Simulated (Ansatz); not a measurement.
# How methods differ on InH2 (SMILES [InH2])

The species is InH2 (3 atoms), meant as a doublet with charge 0. SMILES: `[InH2]`. The coordinates come from a PBE0-D4/def2-TZVP relaxation.

```tsv
atom	x (Å)	y (Å)	z (Å)
In	0.3846	-0.4254	0.1498
H	0.6913	1.2654	0.5216
H	-1.0869	-0.9048	-0.6847
```

Each level gives the energy change with the In1–H3 bond stretched from 1.758 to 2.198 Å (eV). The values are calculated.

```
           level                    kind  program  value (eV)  less FCI/STO-3G  CPU time (all runs)
   USVWN5/STO-3G                     LDA   Ansatz        1.37            +0.22                2.2 s
 U-revPBE/STO-3G                     GGA   Ansatz        1.22            +0.07                3.6 s
    UBLYP/STO-3G                     GGA   Ansatz        1.26            +0.11                3.6 s
   UB3LYP/STO-3G           global hybrid   Ansatz        1.33            +0.18                  4 s
U-wB97M-V/STO-3G  range-separated hybrid   Ansatz        1.40            +0.25                 37 s
  UB2PLYP/STO-3G           double hybrid   Ansatz        1.34            +0.19                3.8 s
UCCSDT(Q)/STO-3G   coupled cluster or CI   Ansatz        1.15             0.00                5.2 s
   UCCSDT/STO-3G   coupled cluster or CI   Ansatz        1.15             0.00                2.2 s
      FCI/STO-3G      exact in the basis   Ansatz        1.15             0.00                1.4 s
```

FCI/STO-3G is exact within its basis and frozen core, so for wave-function methods in that basis the difference is their error; functionals converge differently with the basis, so for them it is only a difference. All-electron rows without a relativistic Hamiltonian named are non-relativistic. The first shape isn't each level's own minimum. The values span 1.15 to 1.40 eV. All rows use very small basis sets, so even the best lies far from the true value. In the correlated wave-function rows the outer d shell of In is correlated, in sets not made for it. Times are those of the runs behind each value, whatever else they computed, on shared processors of several kinds: orders of magnitude only.
